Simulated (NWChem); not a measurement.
Everything below was run with NWChem. System: CH3OS, charge 0, spin multiplicity 2, at a geometry optimised with UPBE0/def2-SVP. The structure started from a generated list of species. Its SCF solution wasn't tested for a lower state. Level: UCCSD(T)/cc-pVDZ, 7 core orbitals frozen.

The NWChem input:

```
start mol
memory heap 100 mb stack 700 mb global 1900 mb
geometry units angstroms nocenter noautoz
  C      0.311754    -1.391362     0.000000
  S     -0.509635     0.219337     0.000000
  O      0.608802     1.246816     0.000000
  H      0.938095    -1.481646    -0.899428
  H     -0.462966    -2.172454     0.000000
  H      0.938095    -1.481646     0.899428
  symmetry group Cs
end
basis spherical
  * library cc-pvdz
end
scf
  uhf
  nopen 1
  maxiter 100
  thresh 1e-7
  semidirect memsize 60000000 filesize 0
  # guess.movecs holds the orbitals of an unrestricted PBE0 run
  vectors input guess.movecs output mol.movecs
end
tce
  freeze core 7
  ccsd(t)
  thresh 1e-6
  maxiter 100
  tilesize 24
end
task tce energy
```

Output (cleaned and shortened):

```
             Northwest Computational Chemistry Package (NWChem) 7.3.0
             --------------------------------------------------------

                                NWChem Input Module
                                -------------------

 Scaling coordinates for geometry "geometry" by  1.889725989
 (inverse scale =  0.529177249)

 Turning off AUTOSYM since
 SYMMETRY directive was detected!

                             Geometry "geometry" -> ""
                             -------------------------

 Output coordinates in angstroms (scale by  1.889725989 to convert to a.u.)

  No.       Tag          Charge          X              Y              Z
 ---- ---------------- ---------- -------------- -------------- --------------
    1 C                    6.0000     0.31175400    -1.39136200     0.00000000
    2 S                   16.0000    -0.50963500     0.21933700     0.00000000
    3 O                    8.0000     0.60880200     1.24681600     0.00000000
    4 H                    1.0000     0.93809500    -1.48164600    -0.89942800
    5 H                    1.0000    -0.46296600    -2.17245400     0.00000000
    6 H                    1.0000     0.93809500    -1.48164600     0.89942800

 Effective nuclear repulsion energy (a.u.)     106.4863176301

            Nuclear Dipole moment (a.u.)
            ----------------------------
        X                 Y               Z
 ---------------- ---------------- ----------------
     0.0000075589     0.0000037795     0.0000000000

      Symmetry information
      --------------------

 Group name             Cs
 Group number              2
 Group order               2
 No. of unique centers     5

      Symmetry unique atoms

     1    2    3    4    5


 Summary of "ao basis" -> "" (spherical)
 ------------------------------------------------------------------------------
       Tag                 Description            Shells   Functions and Types
 ---------------- ------------------------------  ------  ---------------------
 *                          cc-pvdz                   on all atoms

 Summary of "ao basis" -> "ao basis" (spherical)
 ------------------------------------------------------------------------------
       Tag                 Description            Shells   Functions and Types
 ---------------- ------------------------------  ------  ---------------------
 C                          cc-pvdz                  6       14   3s2p1d
 S                          cc-pvdz                  8       18   4s3p1d
 O                          cc-pvdz                  6       14   3s2p1d
 H                          cc-pvdz                  3        5   2s1p

                                 NWChem SCF Module
                                 -----------------

  ao basis        = "ao basis"
  functions       =    61
  atoms           =     6
  alpha electrons =    17
  beta  electrons =    16
  charge          =   0.00
  wavefunction    = UHF
  use symmetry    = T
  symmetry adapt  = T

 Summary of "ao basis" -> "ao basis" (spherical)
 ------------------------------------------------------------------------------
       Tag                 Description            Shells   Functions and Types
 ---------------- ------------------------------  ------  ---------------------
 C                          cc-pvdz                  6       14   3s2p1d
 S                          cc-pvdz                  8       18   4s3p1d
 O                          cc-pvdz                  6       14   3s2p1d
 H                          cc-pvdz                  3        5   2s1p

      Symmetry analysis of basis
      --------------------------

        a'         42
        a"         19

 Forming initial guess at       0.1s

   Symmetry analysis of molecular orbitals - initial alpha
   -------------------------------------------------------

  Numbering of irreducible representations:

     1 a'          2 a"

  Orbital symmetries:

     1 a'          2 a'          3 a'          4 a'          5 a'
     6 a"          7 a'          8 a'          9 a'         10 a'
    11 a"         12 a'         13 a'         14 a"         15 a'
    16 a'         17 a"         18 a'         19 a'         20 a'
    21 a'         22 a"         23 a"         24 a'         25 a'
    26 a'         27 a"

   Symmetry analysis of molecular orbitals - initial beta
   ------------------------------------------------------

  Numbering of irreducible representations:

     1 a'          2 a"

  Orbital symmetries:

     1 a'          2 a'          3 a'          4 a'          5 a'
     6 a'          7 a"          8 a'          9 a'         10 a'
    11 a'         12 a"         13 a'         14 a'         15 a"
    16 a'         17 a"         18 a'         19 a'         20 a'
    21 a'         22 a"         23 a"         24 a'         25 a'
    26 a'         27 a"

 Starting SCF solution at       0.1s

 ----------------------------------------------
         Quadratically convergent UHF

 Convergence threshold     :          1.000E-07
 Maximum no. of iterations :          100
 Integral*density screening:          1.000E-09
 ----------------------------------------------

              iter       energy          gnorm     gmax       time
             ----- ------------------- --------- --------- --------
                 1     -511.9387193679  4.12D-01  8.27D-02      1.2
                 2     -511.9568077866  2.41D-02  1.56D-02      1.3
                 3     -511.9579368172  7.10D-03  3.07D-03      1.4
                 4     -511.9579720908  1.71D-04  7.03D-05      1.6
                 5     -511.9579721200  1.51D-07  5.77D-08      1.9
[...]
    25     -0.235235  2 S  px                40     -0.210721  3 O  py
     3     -0.182491  1 C  s

 Vector   17  Occ=0.000000D+00  E= 9.114408D-02  Symmetry=a"
              MO Center=  1.4D-01,  6.4D-01,  3.3D-17, r^2= 2.2D+00
   Bfn.  Coefficient  Atom+Function         Bfn.  Coefficient  Atom+Function
  ----- ------------  ---------------      ----- ------------  ---------------
    41      0.551477  3 O  pz                27     -0.455221  2 S  pz
    38      0.426302  3 O  pz                48     -0.326928  4 H  s
    58      0.326928  6 H  s                 24     -0.299184  2 S  pz
     9     -0.225847  1 C  pz

 Vector   18  Occ=0.000000D+00  E= 1.751505D-01  Symmetry=a'
              MO Center=  3.0D-01, -1.5D+00,  1.3D-16, r^2= 4.8D+00
   Bfn.  Coefficient  Atom+Function         Bfn.  Coefficient  Atom+Function
  ----- ------------  ---------------      ----- ------------  ---------------
     3      2.202552  1 C  s                 48     -0.923556  4 H  s
    58     -0.923556  6 H  s                 53     -0.913198  5 H  s
    26      0.458503  2 S  py

 Vector   19  Occ=0.000000D+00  E= 2.184508D-01  Symmetry=a'
              MO Center= -4.3D-01, -3.1D-01, -1.4D-16, r^2= 3.8D+00
   Bfn.  Coefficient  Atom+Function         Bfn.  Coefficient  Atom+Function
  ----- ------------  ---------------      ----- ------------  ---------------
    26      1.084117  2 S  py                53      1.047398  5 H  s
     8      0.767575  1 C  py                35     -0.590707  3 O  s
     3     -0.322410  1 C  s                 39      0.307319  3 O  px
    25      0.258160  2 S  px                23      0.223849  2 S  py
     5      0.188793  1 C  py                36      0.164605  3 O  px

 center of mass
 --------------
 x =  -0.04173094 y =   0.15249371 z =   0.00000000

 moments of inertia (a.u.)
 ------------------
         214.390602708066          -6.022259263755           0.000000000000
          -6.022259263755          67.808761575838           0.000000000000
           0.000000000000           0.000000000000         270.553396163744

  Mulliken analysis of the total density
  --------------------------------------

    Atom       Charge   Shell Charges
 -----------   ------   -------------------------------------------------------
    1 C    6     6.20   2.00  0.65  0.49  2.01  0.98  0.05
    2 S   16    15.64   2.00  2.01  0.93  0.85  6.00  2.23  1.38  0.24
    3 O    8     8.41   2.00  0.87  1.01  2.71  1.80  0.02
    4 H    1     0.91   0.74  0.15  0.03
    5 H    1     0.93   0.74  0.16  0.03
    6 H    1     0.91   0.74  0.15  0.03

  Mulliken analysis of the alpha density
  --------------------------------------

    Atom       Charge   Shell Charges
 -----------   ------   -------------------------------------------------------
    1 C    6     3.08   1.00  0.32  0.24  0.99  0.49  0.03
    2 S   16     7.97   1.00  1.00  0.47  0.43  3.00  1.21  0.73  0.12
    3 O    8     4.56   1.00  0.45  0.50  1.62  0.98  0.01
    4 H    1     0.46   0.37  0.07  0.02
    5 H    1     0.46   0.37  0.08  0.02
    6 H    1     0.46   0.37  0.07  0.02

   Mulliken analysis of the beta density
   -------------------------------------

    Atom       Charge   Shell Charges
 -----------   ------   -------------------------------------------------------
    1 C    6     3.12   1.00  0.33  0.25  1.02  0.50  0.02
    2 S   16     7.67   1.00  1.00  0.46  0.42  3.00  1.02  0.65  0.12
    3 O    8     3.84   1.00  0.42  0.51  1.09  0.82  0.01
    4 H    1     0.45   0.36  0.07  0.02
    5 H    1     0.47   0.37  0.08  0.02
    6 H    1     0.45   0.36  0.07  0.02

   Mulliken analysis of the spin density
   -------------------------------------

    Atom       Charge   Shell Charges
 -----------   ------   -------------------------------------------------------
    1 C    6    -0.04  -0.00 -0.00 -0.00 -0.02 -0.01  0.00
    2 S   16     0.29  -0.00  0.00  0.01  0.00 -0.00  0.19  0.09  0.00
    3 O    8     0.72   0.00  0.03 -0.00  0.54  0.16 -0.00
    4 H    1     0.01   0.01  0.00 -0.00
    5 H    1    -0.00  -0.00 -0.00 -0.00
    6 H    1     0.01   0.01  0.00 -0.00

       Multipole analysis of the density wrt the origin
       ------------------------------------------------

     L   x y z        total         alpha         beta         nuclear
     -   - - -        -----         -----         ----         -------
     0   0 0 0     -0.000000    -17.000000    -16.000000     33.000000

     1   1 0 0     -0.233793     -0.295406      0.061605      0.000008
     1   0 1 0     -1.089012     -1.317312      0.228296      0.000004
     1   0 0 1     -0.000000     -0.000000     -0.000000      0.000000

     2   2 0 0    -19.053612    -27.820163    -25.795244     34.561795
     2   1 1 0     -0.879185     -1.187724      0.639396     -0.330857
     2   1 0 1     -0.000000     -0.000000     -0.000000      0.000000
     2   0 2 0    -18.923277    -72.116447    -67.978670    121.171840
     2   0 1 1      0.000000      0.000000     -0.000000      0.000000
     2   0 0 2    -18.426932    -12.908921    -11.295784      5.777773

                   NWChem Extensible Many-Electron Theory Module
                   ---------------------------------------------


            General Information
            -------------------
      Number of processors :     1
         Wavefunction type : Unrestricted Hartree-Fock
          No. of electrons :    33
           Alpha electrons :    17
            Beta electrons :    16
           No. of orbitals :   122
            Alpha orbitals :    61
             Beta orbitals :    61
        Alpha frozen cores :     7
         Beta frozen cores :     7
     Alpha frozen virtuals :     0
      Beta frozen virtuals :     0
         Spin multiplicity : doublet
    Number of AO functions :    61
       Number of AO shells :    29
        Use of symmetry is : on
      Symmetry adaption is : on
         Schwarz screening : 0.10D-09

          Correlation Information
          -----------------------
          Calculation type : Coupled-cluster singles & doubles w/ perturbation
   Perturbative correction : (T)
            Max iterations :      100
        Residual threshold : 0.10D-05
     T(0) DIIS level shift : 0.00D+00
     L(0) DIIS level shift : 0.00D+00
     T(1) DIIS level shift : 0.00D+00
     L(1) DIIS level shift : 0.00D+00
     T(R) DIIS level shift : 0.00D+00
     T(I) DIIS level shift : 0.00D+00
   CC-T/L Amplitude update :  5-th order DIIS
                I/O scheme : Global Array Library
        L-threshold :  0.10D-05
        EOM-threshold :  0.10D-05
 no EOMCCSD initial starts read in
 TCE RESTART OPTIONS
 SLICE:      F
 D4D5:       F
 quantumc:   F
 qrotation:  F
 pwtce:      F
 qducc:      F
 nacto:                         0
 nrotv:                         0
 nrot:                          0

            Memory Information
            ------------------
          Available GA space size is     249029358 doubles
          Available MA space size is     104853020 doubles

 Maximum block size supplied by input
 Maximum block size        24 doubles

 tile_dim =     16

 -------------------------------------------------
   1    alpha     a'     7 doubles       0       1
   2    alpha     a"     3 doubles       7       2
   3    beta      a'     7 doubles      10       3
   4    beta      a"     2 doubles      17       4
   5    alpha     a'    14 doubles      19       5
   6    alpha     a'    15 doubles      33       6
   7    alpha     a"    15 doubles      48       7
   8    beta      a'    14 doubles      63       8
   9    beta      a'    15 doubles      77       9
  10    beta      a"    16 doubles      92      10

 Global array virtual files algorithm will be used

 Parallel file system coherency ......... OK


 half-transformed integrals in memory

 2-e (intermediate) file size =        24368829
 2-e (intermediate) file name = ./mol.v2i

 2-e integrals stored in memory



CCSD iterations
 ---------------------------------------------------------
 Iter          Residuum       Correlation     Cpu    Wall
 ---------------------------------------------------------
    1   0.1737020472132  -0.4410820439324     0.2     0.2
    2   0.0513203938667  -0.4639081008570     0.2     0.2
    3   0.0208638731671  -0.4735771817031     0.2     0.2
    4   0.0120925199590  -0.4758897913947     0.2     0.2
    5   0.0074971938229  -0.4771936768069     0.2     0.2
    6   0.0032995672099  -0.4784904268268     0.2     0.2
    7   0.0020376825473  -0.4786442422345     0.2     0.2
    8   0.0012518204832  -0.4787190152493     0.2     0.2
    9   0.0009273321465  -0.4787404932994     0.2     0.2
   10   0.0006446751622  -0.4787791263539     0.2     0.2
   11   0.0001281916172  -0.4788538308029     0.2     0.2
   12   0.0000546282580  -0.4788707271848     0.2     0.2
   13   0.0000285600625  -0.4788750577265     0.2     0.2
   14   0.0000159708448  -0.4788771827829     0.2     0.2
   15   0.0000099008546  -0.4788781683321     0.2     0.2
   16   0.0000043955505  -0.4788794208472     0.2     0.2
   17   0.0000027036344  -0.4788796498804     0.2     0.2
   18   0.0000017673602  -0.4788797643911     0.2     0.2
   19   0.0000012890097  -0.4788798113645     0.2     0.2
   20   0.0000009142846  -0.4788798627693     0.2     0.2
 -----------------------------------------------------------------
 Iterations converged
 CCSD correlation energy / hartree =        -0.478879862769276
 CCSD total energy / hartree       =      -512.436851982751023

 Singles contributions
    17a"  (beta ) ---    15a"  (beta )        0.1304075263

 Doubles contributions
 CCSD(T)
 Using plain CCSD(T) code
             total no. of tasks          148
 total no. of tasks / no. procs          148
                         wl_min        25088           5.4
                         wl_max      1317120          10.5
        thresh for no. of tasks          148

 CCSD[T]  correction energy / hartree =        -0.015596807914768
 CCSD[T] correlation energy / hartree =        -0.494476670684043
 CCSD[T] total energy / hartree       =      -512.452448790665812
 CCSD(T)  correction energy / hartree =        -0.014256197801941
 CCSD(T) correlation energy / hartree =        -0.493136060571216
 CCSD(T) total energy / hartree       =      -512.451108180552978

 Task  times  cpu:       24.8s     wall:       24.8s

 Total times  cpu:       24.8s     wall:       24.8s
```
